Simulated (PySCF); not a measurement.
H8N3Si3, SMILES N1[SiH]N[SiH2]N[SiH2]1 (connectivity only; charge and spin as stated), charge +1, multiplicity 1.

Geometry optimised at ωB97X-D3(BJ)/def2-SVP. The multiplicity is an assumed one; other spin states were not compared. The isomer is the one that the SMILES or the coordinates give; other isomers of the formula were not compared.

Computed with PySCF with TDA-ωB97X/def2-SVPD.

Vertical excitations. Gas-phase values at a fixed geometry. State labels are in the subgroup Cs.

```csv
state,symmetry,energy (eV),λ (nm),f,main pairs
S1,A",6.45,192,0.119,HOMO−1→LUMO 87 %
S2,A',6.45,192,0.002,HOMO→LUMO 93 %
S3,A",7.21,172,0.002,HOMO−1→LUMO+1 85 %
S4,A',7.23,171,0.013,"HOMO→LUMO+3 61 %, HOMO→LUMO+1 25 %"
S5,A',7.63,162,0.024,"HOMO→LUMO+1 36 %, HOMO→LUMO+3 21 %, HOMO−2→LUMO 20 %, HOMO→LUMO+4 6 %"
S6,A',7.70,161,0.128,HOMO−2→LUMO 60 %
S7,A',7.95,156,0.022,"HOMO−1→LUMO+2 46 %, HOMO−2→LUMO+1 18 %, HOMO−5→LUMO 14 %"
S8,A",7.98,155,0.065,"HOMO→LUMO+2 64 %, HOMO→LUMO+8 13 %"
S9,A",8.11,153,0.000,HOMO−1→LUMO+3 74 %
S10,A',8.28,150,0.036,"HOMO−5→LUMO 61 %, HOMO−1→LUMO+2 17 %"
T1,A",5.23,237,0,HOMO−1→LUMO 84 %
T2,A',6.26,198,0,"HOMO−2→LUMO 54 %, HOMO→LUMO 25 %, HOMO−6→LUMO 13 %"
T3,A',6.42,193,0,"HOMO→LUMO 66 %, HOMO−2→LUMO 14 %, HOMO−5→LUMO 13 %"
T4,A",6.88,180,0,HOMO−1→LUMO+1 80 %
```
Triplets are in the Tamm–Dancoff approximation.
